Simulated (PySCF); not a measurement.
All of these have the formula C6H11N. Level of theory: TDDFT wB97X-D/def2-SVPD, vertical, gas phase, core orbitals frozen in the response (PySCF). Geometries: GFN2-xTB; one conformer of each isolated species. Triplets are in the Tamm–Dancoff approximation. 'Strongest' means the level of largest summed f among the lowest 8 singlets; it needn't be the same kind of state in each.

**Question.** Rank by computed lowest triplet energy, highest first.
A. `CCC(C)(C)C#N`
B. `C=C[C@@H]1CCNC1`
C. `CC/C=C\C=N\C`
D. `C=CC(=C)CNC`

**Answer.** A (6.68 eV), B (4.64 eV), C (3.47 eV), D (3.34 eV).

```
         SMILES  T1 (eV)  LUMO (eV)  f (strongest)  f (S1)  α (au)      S1 mainly
   CCC(C)(C)C#N     6.68       2.10           0.06   0.000    74.4  H-1→L+2 (14%)
C=C[C@@H]1CCNC1     4.64       2.01           0.25   0.009    76.5      H→L (62%)
   CC/C=C\C=N\C     3.47       0.77           0.76   0.000    89.1    H-1→L (94%)
    C=CC(=C)CNC     3.34       0.84           0.56   0.016    85.3      H→L (94%)
```

H and L stand for HOMO and LUMO.
